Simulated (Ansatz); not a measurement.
Reaction (formal exchange of groups at the Sn–N bond): `C=[N][SnH]([CH3])[OH]` + `CC(N)=S` → `[CH3][SnH]([NH2])[OH]` + `C=NC(C)=S`

Isolated molecules relaxed with PBE0-D4/def2-TZVP in Ansatz; ΔE leaves out vibrations. CBS: MP2 limit from def2 TZ/QZ plus the TZ coupled-cluster correction, frozen cores. DFT in def2-TZVPP. Elements past krypton have def2 core potentials. For Sn outer-core shells are correlated without core-valence functions, which leaves a few kJ/mol of doubt a bond. One conformer a species, not always the lowest.

`C=[N][SnH]([CH3])[OH]`:

Z-matrix (Å, degrees):
```
Sn
N 1 2.053
O 1 1.978 2 107.3
C 1 2.128 2 108.1 3 -118.8
H 1 1.702 2 109.1 3 113.1
C 2 1.259 1 119.1 3 -3.4
H 3 0.959 1 113.5 2 -89.2
H 4 1.090 1 109.5 2 58.0
H 4 1.090 1 109.5 2 -61.2
H 4 1.090 1 110.2 2 178.5
H 6 1.099 2 119.4 1 179.7
H 6 1.101 2 125.4 1 -0.4
```

`CC(N)=S`:

Z-matrix (Å, degrees):
```
C
C 1 1.500
H 1 1.086 2 110.2
H 1 1.095 2 109.6 3 119.6
H 1 1.094 2 111.0 3 -121.4
N 2 1.340 1 114.4 3 170.8
S 2 1.643 1 123.2 3 -10.0
H 6 1.006 2 119.0 1 178.8
H 6 1.005 2 121.8 1 -0.9
```

`[CH3][SnH]([NH2])[OH]`:

Z-matrix (Å, degrees):
```
C
Sn 1 2.126
H 1 1.090 2 109.1
H 1 1.090 2 110.8 3 120.5
H 1 1.090 2 109.3 3 -118.9
N 2 2.022 1 115.6 3 -47.3
O 2 1.969 1 102.9 3 65.9
H 2 1.712 1 116.8 3 -174.0
H 6 1.010 2 115.1 1 -108.5
H 6 1.011 2 116.0 1 19.8
H 7 0.960 2 111.4 1 -152.1
```

`C=NC(C)=S`:

Z-matrix (Å, degrees):
```
C
C 1 1.495
H 1 1.094 2 109.4
H 1 1.087 2 110.6 3 -121.2
H 1 1.095 2 110.0 3 117.0
N 2 1.370 1 113.2 3 -59.5
S 2 1.630 1 124.4 3 116.2
C 6 1.258 2 124.6 1 -118.6
H 8 1.088 6 119.2 2 -176.4
H 8 1.095 6 122.2 2 3.0
```

```csv
level,ΔE (kcal/mol)
PBE-D4,5.9
r2SCAN,6.2
```

(1) What does CCSD(T)/CBS give? (Estimate.)

Largest T1 diagnostic among the species: 0.017.

## Answers

(1) The calculation gave: +5.0 kcal/mol. The listed levels differ from it by 0.9, 1.2 kcal/mol.

In def2-TZVPP, CCSD(T) changes the Hartree–Fock value by −2.7 kcal/mol (the triples alone add −0.4 kcal/mol) and MP2 by −2.9 kcal/mol.
